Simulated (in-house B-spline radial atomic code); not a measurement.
The numbers below are computed, except where a source is named.
Two electrons in InAs: a parabolic dot with ħω = 0.51 meV in all three directions with a doubly ionised double donor at its centre

For InAs the NSM archive of the Ioffe Institute lists m* = 0.023 m0 and ε = 15.15. Real donors also feel a central-cell potential, which shifts the ground state; some double donors stay shallow and helium-like, others are deep centres that this model can't describe. In so narrow a gap the band flattens within tens of meV, so real spacings are smaller, by up to some tenths.

Effective-mass model with parabolic bands, a uniform dielectric constant, no image charges, no central-cell or spin-orbit terms. Two-electron levels come from full CI in B-splines with partial waves to l = 5 (up to 0.001 effective hartree above the limit).

**Question.** What are the effective units, and what is the potential in them?

**Answer.** Ha* = 27211.386 meV × 0.023/15.15² = 2.727 meV and a* = 0.0529177 nm × 15.15/0.023 = 34.86 nm. The frequency is ω = 0.187 Ha*, with −2/r added.

In these units the lowest s and p orbitals lie at -1.9870 and -0.3943, and their Coulomb and exchange integrals are J_ss = 1.2601, J_sp = 0.5554 and K_sp = 0.04651. Full CI gives -2.8631 for the ground singlet, -1.9205 for the sp triplet, -1.8821 for the sp singlet and -1.9388 for the lowest triplet of two s orbitals.

**Question.** What does it cost to add the second electron, to first order and exactly?

**Answer.** To first order E = 2ε_s + J_ss = -2.7140, so the charging energy E(2) − 2E(1) is J_ss = 3.436 meV. CI gives -2.8631 − 2 × (-1.9870) = 1.1110, or 3.029 meV: relaxation and correlation lower it by 0.4066 meV, 11.8 % of J_ss. The s² configuration of one-electron orbitals holds 93.3 % of the state, and the mean radius is 31.6 nm.

**Question.** How far above the singlet do the triplets lie?

**Answer.** To first order the sp triplet lies at ε_s + ε_p + J_sp − K_sp = -1.8725, which is 2.295 meV above 2ε_s + J_ss. CI gives -1.9205 − (-2.8631) = 0.9426, or 2.57 meV, 59 % of the orbital spacing of 4.343 meV. The ss triplet lies 2.52 meV up, so the lower of the two is the ss one, and its gap equals k_BT at 29.2 K. The sp singlet-triplet splitting is 0.1048 meV, against 2K_sp = 0.2536 meV.
